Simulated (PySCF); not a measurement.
Identify the unknown among the candidates.

All candidates are C5H13NSi2.

- Rotational structure: rotational constants A, B, C: 1.266, 0.922, 0.561 GHz [GFN2-xTB]
- NMR, other nuclei: isotropic shieldings of nuclei other than C and H, by class: 259 (1 N), 386 (1 Si), 407 (1 Si) ppm [GIAO PBE0/pcSseg-1]
- Dipole: 1.66 D [PBE0/pcSseg-1]
- 13C NMR: chemical shifts (computed TMS as zero) by class: 112.1 (1 C), 87.3 (1 C), 11.8 (1 C), 9.4 (1 C), 5.8 (1 C) ppm [GIAO PBE0/pcSseg-1]
- 1H NMR: chemical shifts (computed TMS as zero) by class: 4.81 (1 H), 4.75 (3 H), 2.10 (3 H), 1.17 (3 H), 0.86 (1 H), 0.69 (1 H), -0.29 (1 H) ppm [GIAO PBE0/pcSseg-1]

Electronic properties: PySCF, gas phase, density fitting. Levels stand in brackets. One conformer (not necessarily the lowest) at the GFN2-xTB geometry, without solvent, vibrations or thermal averaging. NMR classes are plain means over equivalent atoms (diastereotopic ones count apart unless rotation or inversion swaps them), as if these changed places fast.

Question: Which candidate is it?
A. `C#C[Si@](N)(CC)C[SiH3]`
B. `C=CN1[SiH2][SiH2]C[C@H]1C`
C. `CC#C[Si@H](CC)N[SiH3]`

Answer: C. It is `CC#C[Si@H](CC)N[SiH3]`. Numbering: `[CH3:1][C:2]#[C:3][Si@H:4]([CH2:5][CH3:6])[NH:7][SiH3:8]`. Its formula, C5H13NSi2, gives 2 degrees of unsaturation: 0 rings and 2 π bonds in the structure found. 5 carbons fall into 5 classes; from least to most shielded: alkyne carbon [C2] (112.1 ppm), alkyne carbon [C3] (87.3 ppm), sp3 carbon bound to silicon [C5] (11.8 ppm), methyl carbon [C6] (9.4 ppm), propargylic carbon [C1] (5.8 ppm). Hydrogen classes from least to most shielded: 1 H on an SiH silicon, Si4 (4.81 ppm), 3 H on an SiH3 silicon, Si8 (4.75 ppm), 3 H on a propargylic carbon, C1 (2.10 ppm), 3 H on a methyl carbon, C6 (1.17 ppm), 1 H on an sp3 carbon bound to silicon, C5 (0.86 ppm), 1 H on an sp3 carbon bound to silicon, C5 (0.69 ppm), 1 H on a nitrogen bridging silicon atoms, N7 (-0.29 ppm). The other shieldings belong to: 259 ppm, nitrogen bridging silicon atoms [N7]; 386 ppm, SiH silicon [Si4]; 407 ppm, SiH3 silicon [Si8]. The optimised geometry has point group C1 and is an asymmetric top.

The others, at the same levels:
- `C#C[Si@](N)(CC)C[SiH3]` fails: its computed 13C shifts are 100.6 (1 C), 93.8 (1 C), 11.7 (1 C), 8.9 (1 C), -7.4 (1 C) ppm, 1H shifts are 4.00 (3 H), 1.88 (1 H), 1.11 (3 H), 0.75 (1 H), 0.71 (1 H), 0.43 (2 H), 0.00 (1 H), -0.04 (1 H) ppm and smallest rotational constant is 0.815 GHz (against 0.561 GHz).
- `C=CN1[SiH2][SiH2]C[C@H]1C` fails: its computed 13C shifts are 145.7 (1 C), 86.8 (1 C), 52.8 (1 C), 21.4 (1 C), 19.2 (1 C) ppm, 1H shifts are 6.50 (1 H), 4.93 (1 H), 4.89 (1 H), 4.16 (1 H), 4.11 (1 H), 3.97 (1 H), 3.92 (1 H), 3.88 (1 H), 1.29 (1 H), 1.18 (1 H), 1.04 (3 H) ppm and rotational constant A is 2.267 GHz (against 1.266 GHz).

Each candidate is one conformer, not necessarily the lowest. The conformers computed, where there is a choice (atom-mapped SMILES and torsion angles):
- `[CH3:1][C:2]#[C:3][Si@H:4]([CH2:5][CH3:6])[NH:7][SiH3:8]`: C3–Si4–C5–C6 56°, C3–Si4–N7–Si8 -62°
- `[CH:1]#[C:2][Si@:3]([NH2:4])([CH2:5][CH3:6])[CH2:7][SiH3:8]`: C2–Si3–C5–C6 -173°, C2–Si3–C7–Si8 65°, H–N4–Si3–C2 -70°, H–N4–Si3–C2 69°

The conformers of `C=CN1[SiH2][SiH2]C[C@H]1C` aren't listed.
